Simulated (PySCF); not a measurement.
**A search over the determinants of BeH**

Unrestricted PBE0; Be 6-31G(d,p), H 6-31G(d,p); no relativity (PySCF 2.14). Outer shells of the fragments: Be 2s2; H 1s1.

Followed along the bond (rough minima from three points):

```json
{"2Ms+1": "2", "unpaired": "σ ↑", "⟨S²⟩ at the start": "0.75", "R at minimum (Å)": "1.36", "Te (eV)": "0.00"}
{"2Ms+1": "4", "unpaired": "σ ↑↑, π ↑", "⟨S²⟩ at the start": "3.75", "R at minimum (Å)": "none in the scan", "Te (eV)": "≤ 5.43"}
```

Solutions found at the starting distance of 1.280 Å, counted from the lowest of them; the search is not exhaustive and high or unbound solutions are not listed, so other states can lie among these:

```
2Ms+1   unpaired  term  E (eV)  ⟨S²⟩  ⟨Lz²⟩  μ (D)
    2        σ ↑   ²Σ⁺    0.00  0.75   0.00  -0.14
    2        π ↑    ²Π    2.38  0.78   1.00  -2.55
    4  σ ↑↑, π ↑    ⁴Π    6.02  3.75   1.00   3.10
    4  σ ↑, π ↑↑   ⁴Σ⁻    7.98  3.75   0.00   0.66
```

A term symbol is given only where ⟨S²⟩ and ⟨Lz²⟩ are close to those of a pure state; real π, δ and φ orbitals otherwise mix terms. A positive dipole means Be(−)H(+).

Counting both spins, an empty level lies below a filled one in some of these solutions, because spin and occupation are held.
